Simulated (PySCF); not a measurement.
## Spinor energies of Tm(41+) (thulium, charge +41)

Start: [Ar] 3d10. Calculated with PySCF 2.14 in an uncontracted even-tempered set (18 s from 3.1 bohr⁻², ratio 2.6; 15 p from 4 bohr⁻², ratio 2.6; 10 d from 4 bohr⁻², ratio 2.6; 5 f from 4.1 bohr⁻², ratio 2.8): generalised Hartree-Fock with the X2C-1e Hamiltonian and a Gaussian nucleus; spin-orbit coupling (SO) screened by Boettger's factors.

| spinor shell | electrons | ε, screened SO (eV) | weight of nominal j (screened SO) | rms radius, screened SO (bohr) |
| --- | --- | --- | --- | --- |
| 1s1/2 | 2 | -61618.2 | 1.000 | 0.0227 |
| 2s1/2 | 2 | -12088.1 | 1.000 | 0.0916 |
| 2p1/2 | 2 | -11601.3 | 1.000 | 0.0781 |
| 3s1/2 | 2 | -4132.9 | 1.000 | 0.231 |
| 3p1/2 | 2 | -3922.0 | 1.000 | 0.222 |
| 3p3/2 | 4 | -3699.6 | 1.000 | 0.235 |
| 3d3/2 | 4 | -3352.7 | 1.000 | 0.207 |
| 3d5/2 | 6 | -3304.1 | 1.000 | 0.210 |

Question: Where does 2p3/2 lie, and what is the 2p spin-orbit splitting (screened SO)?

Answer: At -10611.1 eV, 990.15 eV above 2p1/2.

| quantity | screened SO |
| --- | --- |
| E (hartree) | -12486.11671 |
| M_J | 0 |
| ⟨J²⟩ | 0.000 |
| ⟨L²⟩ | 0.045 |
| ⟨S²⟩ | 0.045 |

Breit and QED terms are absent; they matter most for the inner s and p1/2 levels.

Densities and radii are taken from the X2C orbitals without a picture-change correction, which distorts them close to the nucleus.
